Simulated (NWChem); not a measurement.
Species: BO cation

```xyz
2

B      0.0000     0.0000    -0.7253
O      0.0000     0.0000     0.4611
```
Atoms are numbered in this order, from 1.

STO-3G and 3-21G are far too small for this property and stand as cheap habits. The geometry was optimised at PBE0/def2-SVP.

Question: Give the principal values of the shielding tensors (ppm) of B1, O2 from Hartree-Fock/STO-3G, GIAO (NWChem), with their diamagnetic and paramagnetic parts as GIAO splits them.

Answer: 
```tsv
atom	σ11	σ22	σ33	isotropic	diamagnetic	paramagnetic
B1	70.1	70.1	206.6	115.6	199.7	-84.1
O2	279.3	279.3	398.5	319.1	379.1	-60.1
```
